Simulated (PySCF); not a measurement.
Si(F)(OH)2(SMe) (CH₅FO₂SSi), SMILES [Si](SC)(F)(O)O. The structure is a stationary point at B3LYP-D3(BJ)/def2-SVP. Other conformers were not sampled.

Computed equilibrium geometry at B3LYP-D3(BJ)/def2-SVP (PySCF confirms it by a frequency run) as Cartesian coordinates in Å (one conformer of several):
```xyz
11

C     -2.3498    -0.2873    -0.1576
S     -1.0182     0.7913    -0.8389
Si     0.6340    -0.0830     0.1500
O      0.9685    -1.5659    -0.4723
O      1.9716     0.8698     0.0358
F      0.2500    -0.2699     1.7223
H     -2.3525    -0.2526     0.9395
H     -2.2208    -1.3217    -0.5029
H     -3.2990     0.1087    -0.5412
H      1.6891    -2.0625    -0.0646
H      1.9261     1.7500     0.4279
```
Charge 0, spin multiplicity 1.
